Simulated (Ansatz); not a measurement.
Reaction (ligand exchange at a Te–Al bond): `N[SiH2][AlH][TeH]` + PH₃ → `P[TeH]` + `N[SiH2][AlH2]`

Gas-phase electronic energies from Ansatz, PBE0-D4/def2-TZVP geometries. CCSD(T)/CBS is the MP2 limit (def2-TZVPP, def2-QZVPP) plus CCSD(T) − MP2 in def2-TZVPP, frozen cores. This one scheme is used for every species. Elements past krypton have def2 core potentials. For Te outer-core shells are correlated without core-valence functions, which leaves a few kJ/mol of doubt a bond. One conformer a species, not always the lowest.

```tsv
species	MP2/def2-QZVPP energy (Eh)
`N[SiH2][AlH][TeH]`	-856.98602
PH₃	-342.67677
`P[TeH]`	-610.31119
`N[SiH2][AlH2]`	-589.31340
```

Q: Work out ΔE.

A: ΔE = (-610.31119) + (-589.31340) − (-856.98602) − (-342.67677) = 0.03820 Eh = +24.0 kcal/mol. CCSD(T)/CBS gives +23.6 kcal/mol.

Largest T1 diagnostic among the species: 0.013.

In def2-TZVPP, CCSD(T) changes the Hartree–Fock value by +1.0 kcal/mol (the triples alone add +0.2 kcal/mol) and MP2 by +1.2 kcal/mol.
